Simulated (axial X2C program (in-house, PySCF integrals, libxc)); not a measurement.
Which functional? An output for AuC

An SCF output computed with an in-house all-electron X2C program for linear molecules (integrals from PySCF) for AuC at 1.835 Å, two-component, state Ω = 1/2, Au dyall-cv3z [13s14p9d6f4g], C dyall-v3z [7s6p2d1f] (cores contracted in-house), without its first line:

```
basis functions 220  fitting functions 1108  grid points 5073
iter        total energy     max residual
   1     -19049.081740600     1.27e+00
   2     -19049.126324880     1.70e-02
   3     -19049.129194225     2.06e-02
   4     -19049.132222091     4.73e-03
   5     -19049.133097807     3.52e-03
   6     -19049.133448616     2.18e-03
   7     -19049.133660751     1.05e-03
   8     -19049.133731249     9.51e-04
   9     -19049.133778853     7.86e-04
  10     -19049.133841112     7.28e-04
  11     -19049.133938117     6.20e-04
  12     -19049.134059212     4.84e-04
  13     -19049.134163102     2.95e-04
  14     -19049.134171445     1.76e-04
  15     -19049.134184346     1.67e-04
  16     -19049.134187381     1.30e-04
  17     -19049.134189883     1.17e-04
  18     -19049.134190953     5.51e-05
  19     -19049.134191521     3.02e-05
  20     -19049.134191647     1.47e-05
  21     -19049.134191664     7.08e-06
  22     -19049.134191679     4.41e-06
  23     -19049.134191683     2.70e-06
  24     -19049.134191684     1.80e-06
converged
one-electron -26369.61082270  Coulomb 7570.61157719  exact exchange -369.14968832  xc functional 0.00000000  nuclear repulsion 136.69209699  atomic mean-field constant -17.67735484
```

Question: Which level of theory produced it?
A. B3LYP
B. HF
C. PBE0

Answer: B. The exact-exchange term against the functional term shows a share of 1 of exact exchange.
